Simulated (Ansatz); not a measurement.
Mulliken charges of CH5F2NSi, SMILES `NC(F)(F)[SiH3]` from PBE/def2-TZVPP in Ansatz (PBE0-D4/def2-TZVP geometry).

```tsv
atom	x (Å)	y (Å)	z (Å)	charge (e)
N1	-0.580	0.165	-1.493	-0.249
C2	-0.160	-0.631	-0.395	0.230
F3	-1.221	-1.418	-0.044	-0.156
F4	0.827	-1.457	-0.855	-0.156
Si5	0.485	0.266	1.188	0.142
H6	-1.359	0.758	-1.239	0.160
H7	0.179	0.733	-1.846	0.160
H8	-0.612	1.142	1.673	-0.045
H9	0.880	-0.708	2.234	-0.041
H10	1.645	1.098	0.779	-0.045
```

Q: By hand: the dipole of these point charges (1 e Å = 4.8032 D).

A: Σ q r = (-0.033, 0.467, -0.106) e Å, of length 0.480 e Å = 2.31 D.

Q: How does the dipole of the full density compare? (An estimate is asked.)

A: Computed: (0.037, 0.559, 0.070) e Å, 2.71 D; the point charges give 0.85 times that, at 21° from its direction.

Point charges leave out the atoms' own dipoles, such as those of lone pairs, and Mulliken's split depends on the basis, so the two needn't agree.
